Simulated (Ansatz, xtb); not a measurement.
Relative energy of two isomers of C5H5OPS

Structure a is `CC1=C(C=O)SC=P1`, a singlet and structure b is `CC(=O)C1=PC=CS1`, a singlet. Both are isolated molecules in the gas phase, relaxed with r2SCAN-D4/def2-SVP; the shapes shown needn't be the lowest conformers.

a (Å):

```tsv
atom	x (Å)	y (Å)	z (Å)
C	0.1659	1.0194	-0.5847
C	0.3921	-0.3489	-0.0116
C	1.2347	-2.3082	1.4068
C	-0.2520	-1.4858	-0.4943
C	-1.2206	-1.5543	-1.5944
O	-1.5919	-0.5952	-2.2404
P	1.5168	-0.6055	1.3433
S	0.1400	-2.9805	0.2983
H	-0.8964	1.3023	-0.5189
H	0.7715	1.7728	-0.0606
H	0.4125	1.0418	-1.6577
H	1.7086	-2.9991	2.1106
H	-1.6111	-2.5860	-1.8095
```

b (Å):

| atom | x (Å) | y (Å) | z (Å) |
| --- | --- | --- | --- |
| C | -0.4051 | 0.5837 | 0.1302 |
| C | -0.2717 | -0.8886 | -0.1839 |
| C | -1.2131 | -1.8175 | 0.4875 |
| C | -2.9756 | -3.1076 | 1.8061 |
| C | -2.2797 | -4.0499 | 1.0832 |
| O | 0.5705 | -1.3137 | -0.9575 |
| P | -2.4751 | -1.4259 | 1.6149 |
| S | -1.0125 | -3.4858 | 0.0846 |
| H | -0.2825 | 0.7654 | 1.2098 |
| H | 0.3597 | 1.1368 | -0.4294 |
| H | -1.4066 | 0.9504 | -0.1461 |
| H | -3.7990 | -3.3999 | 2.4656 |
| H | -2.4703 | -5.1273 | 1.0952 |

Quicker runs give these differences E(b) − E(a): GFN2-xTB −0.263 eV; HF/STO-3G −0.249 eV (at GFN2-xTB geometries); r2SCAN-D4/def2-SVP//GFN2-xTB −0.240 eV.

Q: Estimate E(b) − E(a) at the level CCSD(T)/def2-SVP + ΔMP2/def2-TZVPP.

A: Calculated at CCSD(T)/def2-SVP + ΔMP2/def2-TZVPP: E(b) − E(a) = −0.276 eV, so structure b lies lower.

The same difference at several levels:

```tsv
level	geometry	E(b) − E(a) (eV)	departure from the last row (eV)	job, with rough time for the two
GFN2-xTB	GFN2-xTB	−0.263	+0.013	optimisation, 0.16 s
HF/STO-3G	GFN2-xTB	−0.249	+0.027	single point, 0.46 s
r2SCAN-D4/def2-SVP//GFN2-xTB	GFN2-xTB	−0.240	+0.036	single point, 3.9 s
r2SCAN-D4/def2-SVP	r2SCAN-D4/def2-SVP	−0.248	+0.028	optimisation, 27 s
HF/def2-SVP	r2SCAN-D4/def2-SVP	−0.305	−0.029	part of the CCSD(T) run
MP2/def2-SVP	r2SCAN-D4/def2-SVP	−0.234	+0.042	part of the CCSD(T) run
CCSD(T)/def2-SVP	r2SCAN-D4/def2-SVP	−0.234	+0.042	single point
CCSD(T)/def2-SVP + ΔMP2/def2-TZVPP	r2SCAN-D4/def2-SVP	−0.276		single point, 80 s
```

As drawn, both hold the same kinds of bond in the same numbers.

None of the levels shown reverses the order. The largest departure from CCSD(T)/def2-SVP + ΔMP2/def2-TZVPP is that of MP2/def2-SVP, 0.042 eV. The last row adds to CCSD(T) the change of the MP2 difference between the two basis sets, here −0.042 eV.

With thermal terms from frequencies at re-optimised GFN2-xTB minima (ideal gas, soft modes damped towards free rotors, one conformer each, 298.15 K, 1 atm): on the last row, ΔE + ΔZPE = −0.268, ΔH = −0.267, ΔG = −0.279 eV.

The correlated steps freeze 16 core orbitals. Programs: Ansatz 0.2.0, xtb 6.7.1; the last row on 4 threads of Arm Neoverse V2 on a shared host.
